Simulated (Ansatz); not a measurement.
Isomers of CH7BGe, relaxed with PBE0-D4/def2-TZVP in Ansatz; electronic energies, one conformer each and not always the lowest. Functionals use def2-TZVPP; CBS adds triple-zeta CCSD(T) − MP2 to the MP2 limit of def2-TZVPP and def2-QZVPP.

Outer-core shells of Ge are correlated without core-valence functions. Scalar relativity is left out up to krypton. Spin–orbit coupling is left out.

Question: Order them by energy at frozen-core CCSD(T)/CBS, lowest first. (An estimate is asked.)
A. `C[BH][GeH3]`
B. `[BH2][GeH2][CH3]`
C. `B[CH2][GeH3]`

Answer: C (0.0 kJ/mol), A (11.5 kJ/mol), B (36.4 kJ/mol).

Question: How do B3LYP, r2SCAN-D4, PBE-D4, HF/CBS(def2) place them (kJ/mol, against `B[CH2][GeH3]`)? (An estimate is asked.)

Answer: Ansatz gave: 
```csv
isomer,B3LYP,r2SCAN-D4,PBE-D4,HF/CBS(def2)
`[BH2][GeH2][CH3]`,37.0,40.3,38.6,35.3
`C[BH][GeH3]`,6.2,6.7,3.6,12.3
```

B3LYP here is the variant with VWN-RPA as its local correlation; programs differ in this.
